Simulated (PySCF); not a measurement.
# Computed records: B2H2N

Computed with PySCF 2.14.0. Calculation on a computer-drawn molecule: vertical ionisation energy to the stated ion spin, frozen-core CCSD(T) at the basis limit and cheaper methods, single-reference cases, UHF for radicals, no spin-orbit; all values are single points at the evaluated structure, the first of each entry, which is the reference or a displaced copy of it and isn't optimised; the reference structure only sets the zero of the energies above reference; triples share is (T) over the correlation energy.

Common to all runs: charge 0; multiplicity 2; ion multiplicity 1; diffuse functions no; basis cc-pVnZ; reference is the Hartree-Fock double-zeta minimum; best is HF at quadruple zeta + MP2 correlation extrapolated from triple and quadruple zeta + CCSD(T) minus MP2 at triple zeta; basis step is the size of the change from the same recipe one zeta lower.

```json
{"entry": 1, "formula": "B2H2N", "evaluated_structure": {"atoms_angstrom": [["B", 1.1951, 0.7568, -2.7305], ["N", 1.932, 1.3067, -1.8095], ["B", 2.7378, 2.078, -0.9384], ["H", 0.461, 0.3639, -3.5903], ["H", 3.8621, 2.3464, -1.0275]]}, "reference_structure": {"atoms_angstrom": [["B", 1.2169, 0.8148, -2.6765], ["N", 1.9949, 1.3688, -1.8696], ["B", 2.7704, 1.9672, -0.8991], ["H", 0.4862, 0.296, -3.4295], ["H", 3.8787, 2.4028, -1.0216]]}, "given": {"drawn_bonds_atom": [1, 2, 1, 3], "drawn_bonds_other_atom": [2, 3, 4, 5], "drawn_bonds_order": [1, 2, 1, 1]}, "results": {"ionisation_energy_best [eV]": 7.44, "ionisation_energy_basis_step [eV]": 0.02006, "energy_above_reference_best [kcal/mol]": 3.09, "energy_above_reference_basis_step [kcal/mol]": 0.7266, "triple_zeta_method": ["HF", "PBE", "r2SCAN", "B3LYP", "wB97X", "MP2", "CCSD", "CCSD(T)"], "triple_zeta_ionisation_energy [eV]": [6.946, 7.56, 7.669, 7.546, 7.391, 7.276, 7.392, 7.387], "triple_zeta_energy_above_reference [kcal/mol]": [5.205, 2.371, 3.252, 3.594, 3.841, 2.95, 3.1, 2.462], "total_energy_HF_triple_zeta [hartree]": -104.9835, "total_energy_CCSD(T)_triple_zeta [hartree]": -105.3857, "total_energy_best [hartree]": -105.4350, "T1_diagnostic_at_triple_zeta": 0.02289, "D1_diagnostic_at_triple_zeta": 0.07055, "spin_squared_at_triple_zeta": 0.7952, "ion_T1_diagnostic_at_triple_zeta": 0.01859, "ion_D1_diagnostic_at_triple_zeta": 0.04872, "triples_share_at_triple_zeta": 0.04764, "basis_functions_triple_zeta": 118, "dipole_magnitude_HF_at_triple_zeta [debye]": 2.335, "dipole_magnitude_CCSD_unrelaxed_at_triple_zeta [debye]": 1.887, "dipole_magnitude_PBE_at_triple_zeta [debye]": 1.638, "dipole_magnitude_r2SCAN_at_triple_zeta [debye]": 1.687, "dipole_magnitude_B3LYP_at_triple_zeta [debye]": 1.843, "dipole_magnitude_wB97X_at_triple_zeta [debye]": 2.124}}
{"entry": 2, "formula": "B2H2N", "evaluated_structure": {"atoms_angstrom": [["B", 1.1951, 0.7568, -2.7305], ["N", 1.932, 1.3067, -1.8095], ["B", 2.7378, 2.078, -0.9384], ["H", 0.5045, 0.3872, -3.5393], ["H", 3.8621, 2.3464, -1.0275]]}, "reference_structure": {"atoms_angstrom": [["B", 1.2169, 0.8148, -2.6765], ["N", 1.9949, 1.3688, -1.8696], ["B", 2.7704, 1.9672, -0.8991], ["H", 0.4862, 0.296, -3.4295], ["H", 3.8787, 2.4028, -1.0216]]}, "given": {"drawn_bonds_atom": [1, 2, 1, 3], "drawn_bonds_other_atom": [2, 3, 4, 5], "drawn_bonds_order": [1, 2, 1, 1]}, "results": {"ionisation_energy_best [eV]": 7.44, "ionisation_energy_basis_step [eV]": 0.02063, "energy_above_reference_best [kcal/mol]": 3.439, "energy_above_reference_basis_step [kcal/mol]": 0.7253, "triple_zeta_method": ["HF", "PBE", "r2SCAN", "B3LYP", "wB97X", "MP2", "CCSD", "CCSD(T)"], "triple_zeta_ionisation_energy [eV]": [6.943, 7.563, 7.67, 7.548, 7.392, 7.276, 7.392, 7.387], "triple_zeta_energy_above_reference [kcal/mol]": [5.353, 3.051, 3.617, 3.814, 4.297, 3.237, 3.477, 2.894], "total_energy_HF_triple_zeta [hartree]": -104.9832, "total_energy_CCSD(T)_triple_zeta [hartree]": -105.3850, "total_energy_best [hartree]": -105.4345, "T1_diagnostic_at_triple_zeta": 0.02291, "D1_diagnostic_at_triple_zeta": 0.07077, "spin_squared_at_triple_zeta": 0.7954, "ion_T1_diagnostic_at_triple_zeta": 0.01854, "ion_D1_diagnostic_at_triple_zeta": 0.04863, "triples_share_at_triple_zeta": 0.04748, "basis_functions_triple_zeta": 118, "dipole_magnitude_HF_at_triple_zeta [debye]": 2.348, "dipole_magnitude_CCSD_unrelaxed_at_triple_zeta [debye]": 1.893, "dipole_magnitude_PBE_at_triple_zeta [debye]": 1.64, "dipole_magnitude_r2SCAN_at_triple_zeta [debye]": 1.692, "dipole_magnitude_B3LYP_at_triple_zeta [debye]": 1.846, "dipole_magnitude_wB97X_at_triple_zeta [debye]": 2.129}}
{"entry": 3, "formula": "B2H2N", "evaluated_structure": {"atoms_angstrom": [["B", 1.1951, 0.7568, -2.7305], ["N", 1.932, 1.3067, -1.8095], ["B", 2.7378, 2.078, -0.9384], ["H", 0.2831, 0.2687, -3.7986], ["H", 3.8621, 2.3464, -1.0275]]}, "reference_structure": {"atoms_angstrom": [["B", 1.2169, 0.8148, -2.6765], ["N", 1.9949, 1.3688, -1.8696], ["B", 2.7704, 1.9672, -0.8991], ["H", 0.4862, 0.296, -3.4295], ["H", 3.8787, 2.4028, -1.0216]]}, "given": {"drawn_bonds_atom": [1, 2, 1, 3], "drawn_bonds_other_atom": [2, 3, 4, 5], "drawn_bonds_order": [1, 2, 1, 1]}, "results": {"ionisation_energy_best [eV]": 7.447, "ionisation_energy_basis_step [eV]": 0.01668, "energy_above_reference_best [kcal/mol]": 22.55, "energy_above_reference_basis_step [kcal/mol]": 0.8581, "triple_zeta_method": ["HF", "PBE", "r2SCAN", "B3LYP", "wB97X", "MP2", "CCSD", "CCSD(T)"], "triple_zeta_ionisation_energy [eV]": [6.964, 7.558, 7.673, 7.547, 7.399, 7.277, 7.4, 7.396], "triple_zeta_energy_above_reference [kcal/mol]": [26.79, 20.46, 22.77, 23.44, 23.51, 23.35, 22.58, 21.62], "total_energy_HF_triple_zeta [hartree]": -104.9491, "total_energy_CCSD(T)_triple_zeta [hartree]": -105.3552, "total_energy_best [hartree]": -105.4040, "T1_diagnostic_at_triple_zeta": 0.02345, "D1_diagnostic_at_triple_zeta": 0.07118, "spin_squared_at_triple_zeta": 0.7987, "ion_T1_diagnostic_at_triple_zeta": 0.01894, "ion_D1_diagnostic_at_triple_zeta": 0.04913, "triples_share_at_triple_zeta": 0.04847, "basis_functions_triple_zeta": 118, "dipole_magnitude_HF_at_triple_zeta [debye]": 2.237, "dipole_magnitude_CCSD_unrelaxed_at_triple_zeta [debye]": 1.828, "dipole_magnitude_PBE_at_triple_zeta [debye]": 1.586, "dipole_magnitude_r2SCAN_at_triple_zeta [debye]": 1.622, "dipole_magnitude_B3LYP_at_triple_zeta [debye]": 1.786, "dipole_magnitude_wB97X_at_triple_zeta [debye]": 2.062}}
{"entry": 4, "formula": "B2H2N", "evaluated_structure": {"atoms_angstrom": [["B", 1.1951, 0.7568, -2.7305], ["N", 1.932, 1.3067, -1.8095], ["B", 2.7378, 2.078, -0.9384], ["H", 0.185, 0.2162, -3.9136], ["H", 3.8621, 2.3464, -1.0275]]}, "reference_structure": {"atoms_angstrom": [["B", 1.2169, 0.8148, -2.6765], ["N", 1.9949, 1.3688, -1.8696], ["B", 2.7704, 1.9672, -0.8991], ["H", 0.4862, 0.296, -3.4295], ["H", 3.8787, 2.4028, -1.0216]]}, "given": {"drawn_bonds_atom": [1, 2, 1, 3], "drawn_bonds_other_atom": [2, 3, 4, 5], "drawn_bonds_order": [1, 2, 1, 1]}, "results": {"ionisation_energy_best [eV]": 7.453, "ionisation_energy_basis_step [eV]": 0.0116, "energy_above_reference_best [kcal/mol]": 38.55, "energy_above_reference_basis_step [kcal/mol]": 1.048, "triple_zeta_method": ["HF", "PBE", "r2SCAN", "B3LYP", "wB97X", "MP2", "CCSD", "CCSD(T)"], "triple_zeta_ionisation_energy [eV]": [6.977, 7.56, 7.678, 7.549, 7.403, 7.258, 7.405, 7.402], "triple_zeta_energy_above_reference [kcal/mol]": [44.83, 35.94, 39.07, 39.82, 40.33, 40.79, 38.73, 37.51], "total_energy_HF_triple_zeta [hartree]": -104.9203, "total_energy_CCSD(T)_triple_zeta [hartree]": -105.3299, "total_energy_best [hartree]": -105.3785, "T1_diagnostic_at_triple_zeta": 0.02583, "D1_diagnostic_at_triple_zeta": 0.07419, "spin_squared_at_triple_zeta": 0.8142, "ion_T1_diagnostic_at_triple_zeta": 0.01928, "ion_D1_diagnostic_at_triple_zeta": 0.04936, "triples_share_at_triple_zeta": 0.04906, "basis_functions_triple_zeta": 118, "dipole_magnitude_HF_at_triple_zeta [debye]": 2.138, "dipole_magnitude_CCSD_unrelaxed_at_triple_zeta [debye]": 1.777, "dipole_magnitude_PBE_at_triple_zeta [debye]": 1.512, "dipole_magnitude_r2SCAN_at_triple_zeta [debye]": 1.547, "dipole_magnitude_B3LYP_at_triple_zeta [debye]": 1.722, "dipole_magnitude_wB97X_at_triple_zeta [debye]": 2.008}}
{"entry": 5, "formula": "B2H2N", "evaluated_structure": {"atoms_angstrom": [["B", 1.1951, 0.7568, -2.7305], ["N", 1.932, 1.3067, -1.8095], ["B", 2.7378, 2.078, -0.9384], ["H", 0.174, 0.2103, -3.9265], ["H", 3.8621, 2.3464, -1.0275]]}, "reference_structure": {"atoms_angstrom": [["B", 1.2169, 0.8148, -2.6765], ["N", 1.9949, 1.3688, -1.8696], ["B", 2.7704, 1.9672, -0.8991], ["H", 0.4862, 0.296, -3.4295], ["H", 3.8787, 2.4028, -1.0216]]}, "given": {"drawn_bonds_atom": [1, 2, 1, 3], "drawn_bonds_other_atom": [2, 3, 4, 5], "drawn_bonds_order": [1, 2, 1, 1]}, "results": {"dipole_magnitude_B3LYP_at_triple_zeta [debye]": null, "total_energy_HF_triple_zeta [hartree]": null}}
```

Question: B2H2N (entry 5): dipole magnitude B3LYP at triple zeta?
Answer: 1.712 debye

Question: Give the missing total energy HF triple zeta for B2H2N (entry 5).
Answer: -104.9170 hartree

Further results for B2H2N (entry 5):

| Item | Value |
| --- | --- |
| ionisation energy best | 7.453 eV |
| ionisation energy basis step | 0.01028 eV |
| energy above reference best | 40.38 kcal/mol |
| energy above reference basis step | 1.088 kcal/mol |
| total energy CCSD(T) triple zeta | -105.3269 hartree |
| total energy best | -105.3756 hartree |
| T1 diagnostic at triple zeta | 0.02662 |
| D1 diagnostic at triple zeta | 0.07497 |
| spin squared at triple zeta | 0.8194 |
| ion T1 diagnostic at triple zeta | 0.01933 |
| ion D1 diagnostic at triple zeta | 0.04939 |
| triples share at triple zeta | 0.04913 |
| basis functions triple zeta | 118 |
| dipole magnitude HF at triple zeta | 2.12 debye |
| dipole magnitude CCSD unrelaxed at triple zeta | 1.77 debye |
| dipole magnitude PBE at triple zeta | 1.5 debye |
| dipole magnitude r2SCAN at triple zeta | 1.536 debye |
| dipole magnitude wB97X at triple zeta | 2.001 debye |

Triple zeta:
```
 method  ionisation energy (eV)  energy above reference (kcal/mol)
     HF                   6.979                              46.92
    PBE                   7.561                              37.73
 r2SCAN                   7.679                              40.95
  B3LYP                    7.55                              41.71
  wB97X                   7.404                              42.29
    MP2                   7.251                              42.91
   CCSD                   7.406                              40.59
CCSD(T)                   7.403                              39.34
```
